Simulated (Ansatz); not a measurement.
`[SiH3][CH]1[NH][GeH2]1` + H₂ → `[CH2]1[NH][GeH2]1` + SiH₄ at 400 K and 1 bar (hydrogenolysis of a C–Si bond).

Program: Ansatz. Geometries: PBE0-D4/def2-TZVP. ΔE: electronic, gas phase. CBS: MP2 limit from def2 TZ/QZ plus the TZ coupled-cluster correction, frozen cores. This one scheme is used for every species. For Ge outer-core shells are correlated without core-valence functions, which leaves a few kJ/mol of doubt a bond. Scalar relativity is left out up to krypton.

```tsv
species	CCSD(T)/CBS energy (Eh)	H − E (kJ/mol)	S (J/(mol·K))
`[SiH3][CH]1[NH][GeH2]1`	-2462.09601	221.8	371.0
H₂	-1.17544	38.0	139.0
`[CH2]1[NH][GeH2]1`	-2171.81355	172.4	304.9
SiH₄	-291.46306	96.9	218.6
```

H − E and S are ideal-gas, rigid-rotor, harmonic terms from PBE0-D4/def2-TZVP, for one conformer and one mirror image of each species. The MP2-based limit puts H₂ 0.8 mEh under its directly extrapolated value; such offsets cancel only in part. 1 Eh = 2625.50 kJ/mol, R = 8.31446 J/(mol·K).

Question: By hand: ΔE, ΔH, ΔS and ΔG.

Answer: ΔE = (-2171.81355) + (-291.46306) − (-2462.09601) − (-1.17544) = -0.00516 Eh = -13.5 kJ/mol. Δ(H − E) = 172.4 + 96.9 − 221.8 − 38.0 = 9.5, so ΔH = -4.0 kJ/mol. ΔS = 304.9 + 218.6 − 371.0 − 139.0 = 13.5 J/(mol·K). ΔG = -4.0 − 400 × (13.5)/1000 = -9.4 kJ/mol.

Question: By hand: the equilibrium constant, and the temperature at which ΔG would vanish if ΔH and ΔS stayed fixed.

Answer: log₁₀ K = −ΔG/(RT ln 10) = 1.2. ΔH and −TΔS have one sign here, so there is no such temperature.

TΔS isn't small against ΔH here. A doubt of 5 kJ/mol in ΔE shifts log₁₀ K by 0.7 here. Other conformers and mirror images would add mixing entropy, several J/(mol·K) or more a flexible species. These are equilibria of isolated gas molecules and say nothing of rates. Largest T1 diagnostic: 0.013 (customary marks: 0.02 for closed shells, 0.045 for open ones).
